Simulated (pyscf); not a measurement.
## O=Ru(=O)(OH)–OH, singlet

Gas-phase minimum from PySCF at ωB97X-D3(BJ)/def2-SVP, one conformer. Other isomers of O=Ru(=O)(OH)–OH [singlet] were not searched in full and may lie lower. 

```xyz
7

O     -0.0369    -1.0713     0.7225
Ru     0.3856     0.2906    -0.1026
O      1.4760     1.4202     0.3968
O     -1.1444     1.1301    -0.7801
O      0.6712    -0.1159    -1.8879
H     -1.6684     1.5409    -0.0772
H     -0.0727     0.2705    -2.3862
```

Bond lengths (Å): O1–Ru2 1.647, Ru2–O3 1.647, Ru2–O4 1.872, Ru2–O5 1.853, O4–H6 0.968, O5–H7 0.975. Angles (°): O1–Ru2–O3 125.8, O1–Ru2–O4 110.0, O1–Ru2–O5 109.9, O3–Ru2–O4 110.1, O3–Ru2–O5 109.9, O4–Ru2–O5 82.9, Ru2–O4–H6 111.7, Ru2–O5–H7 106.7.

Properties at ωB97X-D3(BJ)/def2-SVP:

```
Property                                                                                                                                                                                              Value
---------------------------------------------------------------------------------------------------------------------  ------------------------------------------------------------------------------------
Harmonic wavenumbers, unscaled                                                                                         229, 234, 275, 281, 356, 511, 652, 702, 736, 1019, 1036, 1059, 1121, 3744, 3847 cm⁻¹
Zero-point energy                                                                                                                                                                             22.6 kcal/mol
Rotational symmetry number                                                                                                                                                                                1
Entropy of this conformer at 298 K and 1 atm, rigid rotor and harmonic oscillator, modes under 100 cm⁻¹ raised to 100                                                                       323.5 J/(mol K)
Dipole moment                                                                                                                                                                                        2.33 D
```

Single-point totals, which compare only within one level:

```json
[
 {"level": "ωB97X-D3(BJ)/def2-TZVP", "total energy (hartree)": "-397.17246"},
 {"level": "PBE/def2-TZVP", "total energy (hartree)": "-396.91008"},
 {"level": "r²SCAN/def2-TZVP", "total energy (hartree)": "-397.06957"},
 {"level": "B3LYP-D3(BJ)/def2-TZVP", "total energy (hartree)": "-397.17634"},
 {"level": "PBE0-D3(BJ)/def2-TZVP", "total energy (hartree)": "-396.79875"},
 {"level": "M06-2X/def2-TZVP", "total energy (hartree)": "-396.84242"},
 {"level": "ωB97M-D3(BJ)/def2-TZVP", "total energy (hartree)": "-397.13600"}
]
```

Elements past Kr carry the def2 core potentials, without spin-orbit coupling.
